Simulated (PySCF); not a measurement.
Rotational lines of BeB⁺

Lines J+1 ← J of the vibrational ground state, computed from RHF-CCSD(T) constants of BeB⁺, ¹Σ⁺ (singlet), closed shell (Be def2-TZVP, B def2-TZVP; no relativity (PySCF 2.14); masses 9.0122 and 11.0093 u), in MHz:

```
J   ν (MHz)
0   41153.3
1   82302.3
2  123442.8
3  164570.5
4  205681.0
```

Find B0 and the effective bond length r0; with αe = 0.00937 cm⁻¹, find Re.

ν = 2B0(J+1) − 4D(J+1)³ gives B0 = 0.68637 cm⁻¹. With the reduced mass μred = 4.9556 u, r0 = √(16.8576/(μred·B0)) (u, cm⁻¹, Å) = 2.2262 Å. Be = B0 + αe/2 = 0.69106 cm⁻¹ gives Re = 2.219 Å.

Correlated steps freeze 1 core orbital. For an ion De counts to the pair picked by the measured ionisation energies or electron affinities, which need not be the lowest pair at this level. The CCSD T1 diagnostic is raised, a sign that a single reference may not be enough here.
